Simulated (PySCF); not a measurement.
# Working out the ionisation energy of Cu

Cu [Ar] 3d10 4s1 (2S) → Cu⁺ [Ar] 3d10 (1S). All numbers are calculated (PySCF 2.14, the spin-free X2C one-electron Hamiltonian (Gaussian nucleus), in jorge-DZP-DKH). Frozen: [Ar]. Energies in hartree (1 hartree = 27.21139 eV):

```json
{"part": "UHF", "Cu (lower)": "-1653.036591", "Cu⁺ (upper)": "-1652.799703"}
{"part": "CCSD correlation", "Cu (lower)": "-0.271948", "Cu⁺ (upper)": "-0.254537"}
{"part": "(T)", "Cu (lower)": "-0.012823", "Cu⁺ (upper)": "-0.011440"}
```

Q: What does Hartree-Fock give?

A: (-1652.799703) − (-1653.036591) = 0.236888 hartree = 6.446 eV.

Q: What do CCSD and CCSD(T) give?

A: The CCSD correlation energies differ by 0.017411 hartree = 0.474 eV and the triples by 0.001383 hartree = 0.038 eV, so CCSD gives 6.920 eV and CCSD(T) 6.958 eV.

Measured between the centres of the two terms (NIST): 7.726 eV, so CCSD(T) (valence) is off by -0.768 eV.

A double-zeta basis recovers only part of the correlation energy.

What remains against the reference includes basis incompleteness, the frozen core and higher excitations.
